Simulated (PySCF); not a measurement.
Gas-phase reaction: Ga2F6 + 6 H = 2 GaH3 + 3 F2

Energies from PySCF, thermal terms from the rigid-rotor harmonic-oscillator model, ideal gas at 1 bar. † marks an energy on the PBE0/def2-TZVP geometry and frequencies; other levels use their own. MP2 freezes the core. Open shells (unrestricted): H (multiplicity 2); the rest are closed-shell singlets. Ga: all electrons, no relativistic terms. Ga2F6, GaH3: computed as isolated molecules; such fragments, hydroxides, amides, oligomers or adducts are transient or little studied in the gas. MP2 isn't extrapolated to the basis-set limit.

PBE0/def2-TZVP gives ΔH°(298 K) = 919 kJ.

What do MP2/def2-TZVPP†, PBE0/def2-SVP†, LDA/def2-TZVP† give?

MP2/def2-TZVPP†: 1128 kJ; PBE0/def2-SVP†: 955 kJ; LDA/def2-TZVP†: 811 kJ. For scale, ΔH°(298 K) is 919 kJ at this level, 906 kJ at ωB97M-V/def2-TZVP†, and runs from 770 to 1359 kJ over the 18 levels computed († marks an energy on the PBE0/def2-TZVP geometry).
